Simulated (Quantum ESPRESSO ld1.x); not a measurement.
Question: Zn XXVII, configuration [He] 2s2. Calculated with ld1.x of Quantum ESPRESSO 7.5: scalar-relativistic Kohn-Sham, PBEsol, spin-unpolarised, spherical densities, point nucleus. Some entries of the table are withheld. Estimate them.

| orbital | occ. | eigenvalue (hartree) | r(max) (bohr) |
|---|---|---|---|
| 1s | 2 | -417.359 | (1) |
| 2s | 2 | -96.3029 | (2) |
| 2p | 0 | -93.0747 | (3) |
| 3s | 0 | (4) | (5) |

Answer: 
(1) 1s r(max) (bohr): 0.03286
(2) 2s r(max) (bohr): 0.1792
(3) 2p r(max) (bohr): 0.1410
(4) 3s eigenvalue (hartree): -40.9794
(5) 3s r(max) (bohr): 0.4607
